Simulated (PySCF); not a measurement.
Species: C6H2F4.
Geometry (PBE0-D3(BJ)/def2-SVP, Å), atoms numbered from 1 in this order:
```xyz
12
C6H2F4 angstrom
F     -2.2741    1.4690    0.2694
C     -1.1667    0.7501    0.1360
C     -0.0246    1.3634   -0.3641
C      1.1261    0.5970   -0.4974
F      2.2355    1.1418   -0.9689
C      1.1464   -0.7513   -0.1425
F      2.2492   -1.4684   -0.2766
C     -0.0211   -1.3275    0.3580
F      0.0033   -2.6052    0.6991
C     -1.1890   -0.5902    0.5026
H     -0.0228    2.4163   -0.6455
H     -2.0932   -1.0564    0.8935
```

Computed, not measured: PySCF 2.14.0, density-fitted response routines, TDDFT CAM-B3LYP/def2-SVPD, vertical, gas phase, core orbitals frozen in the response.

Transition dipole moments from the ground state, in atomic units and in the frame of the coordinates above (overall signs are arbitrary), for the states with f of 0.002 or more among the lowest 9:

| state | E (eV) | μx | μy | μz |
| --- | --- | --- | --- | --- |
| S1 | 5.392 | -0.151 | -0.255 | 0.113 |
| S3 | 6.454 | -0.039 | -0.029 | -0.104 |
| S5 | 7.087 | 1.510 | -0.977 | -0.182 |
| S6 | 7.174 | 0.873 | 1.468 | -0.651 |
| S7 | 7.639 | 0.059 | 0.063 | 0.235 |
| S9 | 8.149 | 0.032 | 0.030 | 0.102 |

Q: What oscillator strength does each state have?

A: f = (2/3) ΔE |μ|² with ΔE in hartree (27.2114 eV).

```csv
state,|μ|² (au),|μ| (D),f
S1,0.101,0.81,0.013
S3,0.013,0.29,0.002
S5,3.268,4.59,0.567
S6,3.343,4.65,0.588
S7,0.063,0.64,0.012
S9,0.012,0.28,0.002
```

Q: What is the point group, and which symmetry does each of these states have?

A: C2v. The ground state is totally symmetric, so the direction of μ fixes the label. Polarised along the twofold axis, so A1: S5. Polarised across the twofold axis, so B1 or B2: S1, S3, S6, S7 and S9. Which of B1 and B2 hangs on the choice of axes; S1 and S6 take one label and S3, S7 and S9 the other.

Q: All atoms lie in one plane. Which transitions are polarised in it and which across it?

A: In the plane: S1, S5 and S6. Perpendicular: S3, S7 and S9. 

Q: What angle do the transition dipoles of S1 and S7 make?

A: |cos θ| = |μa·μb| / (|μa| |μb|) = 0.02, so θ ≈ 89° (taken between 0 and 90°, since the signs are arbitrary).

Q: What peak molar absorption coefficient would the strongest computed level give as a lone Gaussian band 0.4 eV wide at half height?

A: ε(max) = 2.175×10⁸ f / FWHM, with the width in cm⁻¹. S6: 2.175×10⁸ × 0.5876 / 3226 ≈ 40000 L mol⁻¹ cm⁻¹.

The vertical ionisation energy (ΔSCF) is 9.76 eV, 1.61 eV above S9.

Hardware: one thread of an Arm Neoverse V1, no GPU, on a shared host. Cost: 2.2 min.
